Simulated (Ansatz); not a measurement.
Geometry optimisation, RKS PBE0/cc-pVDZ (Ansatz 0.2.0).

input.yaml

```yaml
crystal:
  periodic: [false, false, false]
  atoms:
    - { symbol: Al, position_ang: [0.087298, 0.65884, -0.500432] }
    - { symbol: O, position_ang: [-0.08452, 0.264233, 2.438568] }
    - { symbol: H, position_ang: [-0.992271, -0.058219, 2.346091] }
    - { symbol: "N", position_ang: [1.614247, -0.017212, -1.138283] }
    - { symbol: H, position_ang: [1.699531, -0.864831, -1.687894] }
    - { symbol: H, position_ang: [2.526826, 0.268468, -0.801597] }
    - { symbol: "N", position_ang: [-1.51126, -0.070145, -0.879482] }
    - { symbol: H, position_ang: [-1.665538, -0.911016, -1.42504] }
    - { symbol: H, position_ang: [-2.383004, 0.443533, -0.810503] }
    - { symbol: H, position_ang: [0.075062, 1.983214, 0.34827] }
    - { symbol: H, position_ang: [-0.12787, 1.150436, 2.006201] }
basis:
  gaussian: { orbitals: cc-pVDZ }
hamiltonian:
  xc: pbe0
relax:
  f_tol: 0.03
  max_steps: 50
```

Launched with:

```bash
$ ansatz run input.yaml --threads 2 --pin off --max-ram 3072MiB --backend cpu --events-out ev --progress --plain --runs-dir out
```

**Question.** Where does it end, and by what steps?

**Answer.** The run converged. After 13 steps the energy has fallen by 0.623 eV; H3 moved furthest, 1.03 Å. Joined: Al1–O2 (2.97 → 2.07 Å).

```csv
step,energy less start (eV),largest force component (eV/Å),accepted
0,0.0000,0.685,yes
1,-0.0440,1.953,yes
2,-0.1772,2.054,yes
3,-0.3548,1.076,yes
4,-0.4437,0.875,yes
5,-0.5101,0.698,yes
6,-0.5597,0.492,yes
7,-0.5991,0.578,yes
8,-0.6150,0.242,yes
9,-0.6194,0.126,yes
10,-0.6216,0.076,yes
11,-0.6224,0.044,yes
12,-0.6227,0.045,yes
13,-0.6228,0.022,yes
```

```xyz
11
Properties=species:S:1:pos:R:3
Al 0.159 0.782 -0.226
O -0.113 0.127 1.718
H -0.997 -0.162 1.324
N 1.573 -0.008 -1.014
H 1.630 -0.998 -1.229
H 2.513 0.374 -0.978
N -1.510 -0.067 -0.395
H -1.573 -0.913 -0.960
H -2.298 0.517 -0.675
H 0.154 2.370 -0.029
H -0.301 0.827 2.358
```

Whether the end is a true minimum wasn't checked by a vibrational analysis.

Run time: 41 s on 2 threads of Arm Neoverse V1, on a shared host, peak memory 0.19 GiB.
